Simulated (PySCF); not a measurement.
Below is a simulated gas-phase Si 1s photoelectron spectrum of `[SiH3][SiH2]O[SiH2]C1CCC1`.

Every computed line was given a Gaussian of 0.4 eV full width at half maximum and an area set by the number of equivalent atoms; the highest printed point is 100. Theory: delta-SCF UKS SCAN, pcX-2 on the ionised atom, pcseg-1 elsewhere, spin-free X2C (PySCF).

binding energy (eV), intensity and a bar:
```
   1845.6          0 
   1845.7          2 #
   1845.8          9 ###
   1845.9         23 #######
   1846.0         41 ############
   1846.1         52 ################
   1846.2         47 ##############
   1846.3         30 #########
   1846.4         15 #####
   1846.5         13 ####
   1846.6         26 ########
   1846.7         55 ################
   1846.8         87 ##########################
   1846.9        100 ##############################
   1847.0         84 #########################
   1847.1         52 ################
   1847.2         23 #######
   1847.3          8 ##
   1847.4          2 
   1847.5          0
```

**Question.** How many maxima does the curve show, and how many computed lines lie under it?

**Answer.** The curve has 2 maxima (at 1846.1 and 1846.9 eV). Under it lie 3 lines from 3 inequivalent silicon sites. At this width some lines have no maximum of their own.

**Question.** Decompose the envelope and assign each component. Numbering: `[SiH3:1][SiH2:2][O:3][SiH2:4][CH:5]1[CH2:6][CH2:7][CH2:8]1`.

**Answer.** 
| position (eV) | relative area | line | atoms | environment |
| --- | --- | --- | --- | --- |
| 1846.12 | 1 | Si 1s | Si1 | SiH3 silicon |
| 1846.84 | 1 | Si 1s | Si4 | oxygen-bound silicon |
| 1846.95 | 1 | Si 1s | Si2 | oxygen-bound silicon |

Lowest listed Si 1s: Si1, bonded to 3 H and Si. Highest, 0.83 eV above it: Si2, bonded to O, 2 H and Si. The widest gap between neighbouring values is 0.72 eV, between 1846.12 and 1846.84 eV.

Shake-up satellites, vibrational structure and lifetime widths aren't simulated. The structure is a single PBE0-D3(BJ)/def2-SVP conformer in the gas phase; no vibrational or solvent corrections.

Shape of the structure used: `[SiH3:1][SiH2:2][O:3][SiH2:4][CH:5]1[CH2:6][CH2:7][CH2:8]1`: Si1–Si2–O3–Si4 50°, Si2–O3–Si4–C5 56°, O3–Si4–C5–C6 -172°.
